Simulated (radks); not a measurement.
Results of a calculation; reference values are marked as such.
Q: Species: Cu4+. Configuration: [Ne] 3s2 3p5.75 3d7 4f0.25 (fractional occupations, a model configuration). Level of theory: scalar-relativistic Kohn-Sham, r2SCAN, spin-polarised, spherical densities, finite nucleus; open shells are filled with parallel spins first; meta-GGA in the generalised Kohn-Sham scheme; Fermi nuclear charge, rms radius 3.8823 fm (a radial shooting solver on a logarithmic mesh with Libxc functionals). Some entries of the table are withheld. Estimate them.

orbital,occ.,eigenvalue (hartree),r(max) (bohr)
1s up,1,-329.1167,0.03412
1s down,1,-329.1091,0.03412
2s up,1,-42.32918,0.1965
2s down,1,-42.22399,0.1963
2p up,3,-36.85359,0.1583
2p down,3,-36.76903,0.1582
3s up,1,-7.15812,0.6078
3s down,1,-6.94610,0.6093
3p up,3,-5.51038,0.6118
3p down,2.75,-5.29976,0.6141
3d up,5,-2.85461,0.5746
3d down,2,-2.64765,0.5804
4s up,0,-1.81767,(1)
4s down,0,-1.74348,(2)
4p up,0,(3),1.909
4p down,0,(4),1.934
4d up,0,-0.94676,2.537
4f up,0.25,-0.60996,3.460
5f up,0,-0.37200,6.999

A: 
(1) 4s up r(max) (bohr): 1.695
(2) 4s down r(max) (bohr): 1.723
(3) 4p up eigenvalue (hartree): -1.44740
(4) 4p down eigenvalue (hartree): -1.38063
